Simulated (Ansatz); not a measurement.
Relaxation of Cl$_{3}$H$_{8}$N$_{2}$SiTa (15 atoms, charge 0, multiplicity 1), to a largest force component of 0.03 eV/Å in at most 50 steps.

The calculation used Ansatz, RKS PBE/def2-SVP.

```xyz
15
Properties=species:S:1:pos:R:3
Ta -0.063 0.386 -0.019
N 2.020 0.611 0.048
H 2.669 0.127 0.675
H 2.518 1.021 -0.750
N 0.215 -0.346 1.822
H -0.340 -1.098 2.244
H 0.981 -0.081 2.452
Cl 0.115 0.744 -2.365
Cl -1.039 2.416 0.487
Cl -1.722 -1.267 -0.231
Si 1.395 -2.872 -1.202
H 0.906 -3.793 -0.119
H 0.453 -2.893 -2.367
H 2.763 -3.316 -1.648
H 1.534 -1.496 -0.665
```

Task: Where does it end, and by what steps?

Result: The run converged. After 27 steps the energy has fallen by 0.421 eV; H7 moved furthest, 1.72 Å.

| step | energy less start (eV) | largest force component (eV/Å) | accepted |
| --- | --- | --- | --- |
| 0 | 0.0000 | 1.893 | yes |
| 1 | -0.1572 | 0.546 | yes |
| 2 | -0.2103 | 0.516 | yes |
| 3 | -0.2310 | 0.427 | yes |
| 4 | -0.2527 | 0.282 | yes |
| 5 | -0.2657 | 0.254 | yes |
| 6 | -0.2742 | 0.126 | yes |
| 7 | -0.2868 | 0.199 | yes |
| 8 | -0.2979 | 0.276 | yes |
| 9 | -0.3124 | 0.457 | yes |
| 10 | -0.3123 | 0.894 | no |
| 11 | -0.3355 | 0.314 | yes |
| 12 | -0.3511 | 0.301 | yes |
| 13 | -0.3695 | 0.353 | yes |
| 14 | -0.3771 | 0.728 | yes |
| 15 | -0.3879 | 0.258 | yes |
| 16 | -0.3973 | 0.099 | yes |
| 17 | -0.3990 | 0.112 | yes |
| 18 | -0.4039 | 0.060 | yes |
| 19 | -0.4077 | 0.047 | yes |
| 20 | -0.4111 | 0.162 | yes |
| 21 | -0.4130 | 0.149 | yes |
| 22 | -0.4163 | 0.076 | yes |
| 23 | -0.4175 | 0.171 | yes |
| 24 | -0.4196 | 0.074 | yes |
| 25 | -0.4201 | 0.079 | yes |
| 26 | -0.4206 | 0.053 | yes |
| 27 | -0.4209 | 0.030 | yes |

```xyz
15
Properties=species:S:1:pos:R:3
Ta -0.036 0.818 0.244
N 1.862 0.560 -0.113
H 2.562 0.188 0.538
H 2.280 0.770 -1.029
N -0.302 0.243 2.134
H -0.672 -0.675 2.406
H -0.350 0.900 2.921
Cl -1.076 1.642 -1.706
Cl -0.045 2.997 1.175
Cl -0.885 -1.347 -0.249
Si 1.804 -3.589 -1.591
H 1.122 -4.260 -0.434
H 0.827 -3.347 -2.704
H 2.914 -4.474 -2.089
H 2.397 -2.282 -1.143
```

Whether the end is a true minimum wasn't checked by a vibrational analysis.

The run took 110 s on 4 threads of Arm Neoverse V1 (shared host), peak memory 0.29 GiB.
